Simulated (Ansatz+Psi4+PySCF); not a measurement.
## doublet BeH₂(+): levels of theory in one basis

```csv
atom,x (Å),y (Å),z (Å)
H,-0.0073,0.0063,0.0220
Be,0.0142,0.0064,1.3174
H,0.0043,0.0191,2.6512
```

Basis set: cc-pVTZ on H; cc-pCVTZ on Be (spherical functions). All electrons are correlated. Correlation on ROHF uses semicanonical orbitals with singles. Charge 1, multiplicity 2.

Computed with Ansatz (development build ahead of 0.2.0) and Psi4 1.11; each method stands on the lowest determinant of its kind that the runs found.

| method | E − E(ROHF) (eV) | <S²> of the determinant |
| --- | --- | --- |
| ROHF | 0.00 | 0.75 |
| UHF | -0.07 | 0.79 |
| ROHF-MP2 | -2.00 | – |
| UHF-MP2 | -2.08 | 0.79 |

Caution for ROHF-MP2, UHF-MP2: MP2 on this radical cation hangs on the determinant chosen. Caution for ROHF-MP2: another reference gives a lower total.
